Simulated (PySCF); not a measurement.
C2H6OSi2, SMILES C(#C)[SiH2][SiH2]O. Atoms are numbered in the order given.

```xyz
11

C      0.5513     2.6120     0.3525
C      0.8341     1.4360     0.4760
Si     1.1190    -0.3905     0.5891
Si    -0.9219    -1.2097    -0.2112
O     -1.4044    -0.1244    -1.3883
H      0.3213     3.6604     0.2559
H      1.4321    -0.7553     1.9998
H      2.2773    -0.7429    -0.2801
H     -0.8181    -2.5516    -0.8438
H     -1.8901    -1.2932     0.9245
H     -1.1591     0.7925    -1.2120
```

The structure is a stationary point at ωB97X-D3(BJ)/def2-SVP. This is a generated structure with no PubChem entry under its InChIKey; it may be hypothetical. The values are those of a single conformer.

Calculation: PBE/def2-TZVP (PySCF).

ESP charges are fitted to the potential on shells at 1.4 to 2.0 van der Waals radii. Atomic charges (e):

```json
[
 {"atom": "C1", "IAO": "-0.20", "ESP fit": "-0.40"},
 {"atom": "C2", "IAO": "-0.31", "ESP fit": "0.02"},
 {"atom": "Si3", "IAO": "0.40", "ESP fit": "-0.04"},
 {"atom": "Si4", "IAO": "0.72", "ESP fit": "0.41"},
 {"atom": "O5", "IAO": "-0.77", "ESP fit": "-0.55"},
 {"atom": "H6", "IAO": "0.21", "ESP fit": "0.30"},
 {"atom": "H7", "IAO": "-0.08", "ESP fit": "0.01"},
 {"atom": "H8", "IAO": "-0.08", "ESP fit": "0.01"},
 {"atom": "H9", "IAO": "-0.11", "ESP fit": "-0.05"},
 {"atom": "H10", "IAO": "-0.13", "ESP fit": "-0.09"},
 {"atom": "H11", "IAO": "0.37", "ESP fit": "0.37"}
]
```

Computed Mayer and Wiberg (Löwdin basis) orders of the bonds:
| bond | Mayer | Wiberg |
|---|---|---|
| C1–C2 | 2.60 | 2.99 |
| C2–Si3 | 1.05 | 1.20 |
| Si3–Si4 | 0.92 | 1.07 |
| Si4–O5 | 1.21 | 1.70 |
| C1–H6 | 0.99 | 0.92 |
| Si3–H7 | 0.92 | 0.91 |
| Si3–H8 | 0.92 | 0.91 |
| Si4–H9 | 0.92 | 0.94 |
| Si4–H10 | 0.90 | 0.93 |
| O5–H11 | 0.87 | 1.01 |
